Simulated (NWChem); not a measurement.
System: C4H9NSi; SMILES [SiH3]/C=N/C1CC1

NWChem printed, in part:

```
             Northwest Computational Chemistry Package (NWChem) 7.3.0
             --------------------------------------------------------

 C1  symmetry detected

                             Geometry "geometry" -> ""
                             -------------------------

 Output coordinates in angstroms (scale by  1.889725989 to convert to a.u.)

  No.       Tag          Charge          X              Y              Z
 ---- ---------------- ---------- -------------- -------------- --------------
    1 Si                  14.0000     0.00841549     2.60234770    -0.20382206
    2 C                    6.0000    -0.02288136     0.90012091     0.60226587
    3 N                    7.0000     0.00229953    -0.14219512    -0.10872319
    4 C                    6.0000    -0.01831819    -1.41376967     0.47141003
    5 C                    6.0000    -0.73312626    -2.49704972    -0.29671731
    6 C                    6.0000     0.75500598    -2.49600494    -0.24380072
    7 H                    1.0000    -1.20237452     3.32142472     0.21670105
    8 H                    1.0000     1.17844426     3.32309534     0.30136008
    9 H                    1.0000     0.05870415     2.45912660    -1.65310069
   10 H                    1.0000    -0.06249533     0.82630996     1.70417989
   11 H                    1.0000    -0.05732286    -1.45693786     1.56506801
   12 H                    1.0000    -1.20461760    -2.20219624    -1.22053569
   13 H                    1.0000    -1.27828377    -3.23471984     0.27176183
   14 H                    1.0000     1.29050901    -2.20044531    -1.13181085
   15 H                    1.0000     1.25944207    -3.23293889     0.36200025

 Effective nuclear repulsion energy (a.u.)     269.1523795460

                                Z-matrix (autoz)
                                --------

 Units are Angstrom for bonds and degrees for angles

[...]

      ----------------------
      Optimization converged
      ----------------------

  Step       Energy      Delta E   Gmax     Grms     Xrms     Xmax
  ---- ---------------- -------- -------- -------- -------- --------
@    7    -501.39878083 -1.9D-07  0.00006  0.00001  0.00027  0.00073
                                     ok       ok       ok       ok

                                Z-matrix (autoz)
                                --------

 Units are Angstrom for bonds and degrees for angles

[...]

 Rotational Constants
 --------------------
 A=   0.384054 cm-1  (  0.552556 K)
 B=   0.036589 cm-1  (  0.052642 K)
 C=   0.036471 cm-1  (  0.052472 K)

 Temperature                      =   298.15K
 frequency scaling parameter      =   1.0000

 Zero-Point correction to Energy  =   73.892 kcal/mol  (  0.117755 au)
 Thermal correction to Energy     =   78.665 kcal/mol  (  0.125361 au)
 Thermal correction to Enthalpy   =   79.257 kcal/mol  (  0.126304 au)

 Total Entropy                    =   85.767 cal/mol-K
   - Translational                =   39.672 cal/mol-K (mol. weight =  99.0504)
   - Rotational                   =   27.533 cal/mol-K (symmetry #  =        1)
   - Vibrational                  =   18.562 cal/mol-K

 Cv (constant volume heat capacity) =   27.181 cal/mol-K
   - Translational                  =    2.979 cal/mol-K
   - Rotational                     =    2.979 cal/mol-K
   - Vibrational                    =   21.222 cal/mol-K

[normal modes left out]

 ----------------------------------------------------------------------------
 Normal Eigenvalue ||           Projected Infra Red Intensities
  Mode   [cm**-1]  || [atomic units] [(debye/angs)**2] [(KM/mol)] [arbitrary]
 ------ ---------- || -------------- ----------------- ---------- -----------
    1       -0.000 ||    0.001361           0.031         1.327       0.568
    2       -0.000 ||    0.000001           0.000         0.001       0.000
    3        0.000 ||    0.000027           0.001         0.027       0.011
    4        0.000 ||    0.000130           0.003         0.127       0.054
    5        0.000 ||    0.000074           0.002         0.073       0.031
    6        0.000 ||    0.000023           0.001         0.022       0.009
    7       59.344 ||    0.000003           0.000         0.003       0.001
    8      121.798 ||    0.003079           0.071         3.001       1.285
    9      138.824 ||    0.001050           0.024         1.024       0.438
   10      169.410 ||    0.003019           0.070         2.943       1.260
   11      342.549 ||    0.004243           0.098         4.136       1.770
   12      400.449 ||    0.000816           0.019         0.795       0.340
   13      418.140 ||    0.002343           0.054         2.284       0.978
   14      615.235 ||    0.041622           0.960        40.575      17.367
   15      631.486 ||    0.035476           0.818        34.584      14.803
   16      773.054 ||    0.004894           0.113         4.771       2.042
   17      786.395 ||    0.001784           0.041         1.739       0.745
   18      836.922 ||    0.000734           0.017         0.715       0.306
   19      884.566 ||    0.007310           0.169         7.126       3.050
   20      902.100 ||    0.058596           1.352        57.123      24.450
   21      910.452 ||    0.320643           7.397       312.579     133.794
   22      934.666 ||    0.021953           0.506        21.400       9.160
   23      947.532 ||    0.062717           1.447        61.140      26.170
   24      999.846 ||    0.000228           0.005         0.223       0.095
   25     1003.835 ||    0.036845           0.850        35.918      15.374
   26     1055.820 ||    0.001516           0.035         1.478       0.633
   27     1061.820 ||    0.002786           0.064         2.716       1.162
   28     1113.916 ||    0.000095           0.002         0.092       0.039
   29     1184.166 ||    0.000249           0.006         0.242       0.104
   30     1209.619 ||    0.007329           0.169         7.144       3.058
   31     1235.837 ||    0.008204           0.189         7.997       3.423
   32     1324.473 ||    0.025791           0.595        25.142      10.762
   33     1394.847 ||    0.004722           0.109         4.603       1.970
   34     1419.206 ||    0.005501           0.127         5.363       2.296
   35     1495.289 ||    0.006255           0.144         6.098       2.610
   36     1730.760 ||    0.001023           0.024         0.997       0.427
   37     2220.301 ||    0.117197           2.704       114.249      48.902
   38     2221.249 ||    0.111848           2.580       109.035      46.670
   39     2262.069 ||    0.075553           1.743        73.652      31.526
   40     2964.079 ||    0.055059           1.270        53.675      22.974
   41     3091.532 ||    0.031967           0.737        31.163      13.339
   42     3158.385 ||    0.007784           0.180         7.588       3.248
   43     3163.160 ||    0.004843           0.112         4.721       2.021
   44     3260.625 ||    0.000267           0.006         0.261       0.112
   45     3269.282 ||    0.001490           0.034         1.453       0.622
 ----------------------------------------------------------------------------
```

Level: PBE0/def2-SVP. 

Task: Write an input that gives this output.

Result: This is not unique; one that fits is the input that was run:
```
start job
memory heap 200 mb stack 900 mb global 1100 mb
geometry units angstroms
  Si     2.456358     0.383734    -0.706051
  C      0.835546     0.620326     0.224178
  N     -0.160687    -0.109450    -0.035647
  C     -1.370925     0.049965     0.645376
  C     -2.630117    -0.222906    -0.138488
  C     -2.179725    -1.201918     0.889141
  H      2.782855     1.653188    -1.370739
  H      3.503423     0.086895     0.273334
  H      2.314357    -0.695932    -1.674352
  H      0.768912     1.404611     0.999864
  H     -1.408279     0.834344     1.408807
  H     -2.504303    -0.487868    -1.176105
  H     -3.489653     0.396295     0.067207
  H     -1.749139    -2.129361     0.546904
  H     -2.721596    -1.273224     1.819632
end
basis spherical
  * library def2-svp
end
dft
  xc pbe0
  iterations 150
end
driver
  maxiter 120
end
task dft optimize
task dft freq
```
